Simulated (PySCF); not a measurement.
Deuteron quadrupole couplings in `C=C[C@@H](C)S(C)(=O)=O`

Species: C₅H₁₀O₂S.
Cartesian coordinates in Å at the GFN2-xTB level; atoms count from 1:
```
atom  x, y, z in Å
C1     1.569    1.518    0.790
C2     1.170    0.269    0.622
C3     0.452   -0.231   -0.571
C4     1.006   -1.528   -1.131
S5    -1.267   -0.640   -0.037
C6    -1.970    0.939    0.535
O7    -1.205   -1.539    1.083
O8    -2.011   -1.066   -1.192
H9     1.421    2.269    0.031
H10    2.075    1.837    1.685
H11    1.328   -0.473    1.393
H12    0.339    0.530   -1.342
H13    1.019   -2.284   -0.350
H14    2.016   -1.389   -1.513
H15    0.362   -1.876   -1.935
H16   -1.346    1.312    1.336
H17   -1.993    1.619   -0.306
H18   -2.973    0.739    0.890
```

Level: PBE0/pcSseg-1 (PySCF, non-relativistic); Q(2H) = 0.00286 b; rigid geometry, the same for H and D, with no vibrational averaging.

Question: Rank these positions by the coupling χzz of a deuteron there, largest first.
A. H9 (vinylic hydrogen)
B. H12 (methine hydrogen)
C. H14 (methyl hydrogen)
D. H18 (methyl hydrogen)

Answer: A (224 kHz), D (215 kHz), C (210 kHz), B (203 kHz).

What are Vzz, η and χzz (234.96 MHz × Q × Vzz) at all hydrogens?

```csv
atom,bonded to,bond length (Å),Vzz (au),η,χzz (kHz)
H9,C1,1.078,0.3337,0.05,224
H10,C1,1.076,0.3377,0.04,227
H11,C2,1.081,0.3206,0.06,215
H12,C3,1.090,0.3023,0.01,203
H13,C4,1.088,0.3067,0.04,206
H14,C4,1.088,0.3132,0.03,210
H15,C4,1.087,0.3068,0.03,206
H16,C6,1.082,0.3176,0.04,213
H17,C6,1.082,0.3212,0.04,216
H18,C6,1.083,0.3198,0.04,215
```

How does χzz go with the bond length over the 10 C–H bonds?

A straight-line fit has a slope of -15.8 kHz for each 0.01 Å, with a correlation coefficient of -0.96, over lengths from 1.076 to 1.090 Å. The longer bonds have the smaller couplings here.

The structure is a single GFN2-xTB conformer in the gas phase; no vibrational or solvent corrections. GFN2-xTB bond lengths can be off by several hundredths of an ångström, more for odd bonds, and the gradients follow them. The small basis limits the accuracy of the gradients.
